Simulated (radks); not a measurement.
The numbers below are computed, except where a source is named.
Q: Nd, 60 electrons, occupied as [Xe] 4f4 6s2 (the NIST ground configuration). Level of theory: scalar-relativistic Kohn-Sham, PBE, spin-polarised, spherical densities, finite nucleus; open shells are filled with parallel spins first (spin-orbit coupling, left out, can overturn this in heavy ions); Fermi nuclear charge, rms radius 4.9123 fm; hard spherical wall at 20 bohr (a radial shooting solver on a logarithmic mesh with Libxc functionals). Some entries of the table are withheld. Estimate them.

orbital,occ.,eigenvalue (eV),r(max) (bohr)
1s up,1,-43397.27,0.01510
1s down,1,-43397.27,0.01510
2s up,1,-7018.895,0.08550
2s down,1,-7018.887,0.08550
2p up,3,-6274.788,0.06892
2p down,3,-6274.783,0.06892
3s up,1,-1522.762,0.2438
3s down,1,-1521.713,0.2437
3p up,3,-1288.042,0.2388
3p down,3,-1286.998,0.2387
3d up,5,-962.2238,0.1961
3d down,5,-961.4175,0.1960
4s up,1,-303.6439,0.5653
4s down,1,-300.7767,0.5651
4p up,3,-226.7954,0.5901
4p down,3,-223.9045,0.5897
4d up,5,-117.5399,0.6189
4d down,5,-114.6221,0.6183
5s up,1,-41.1104,1.317
5s down,1,-39.2523,1.327
5p up,3,-22.5913,1.493
5p down,3,-21.1733,1.509
6s up,1,-3.5721,3.761
6s down,1,-3.3835,3.864
4f up,4,-2.5559,(1)
5d up,0,-2.0899,2.198
5d down,0,-1.6328,2.302
6p up,0,-1.2604,5.007
6p down,0,-1.1904,5.128
4f down,0,-0.0835,(2)
7s up,0,0.0150,10.34
7s down,0,0.0205,10.53

A: 
(1) 4f up r(max) (bohr): 0.6630
(2) 4f down r(max) (bohr): 0.6647
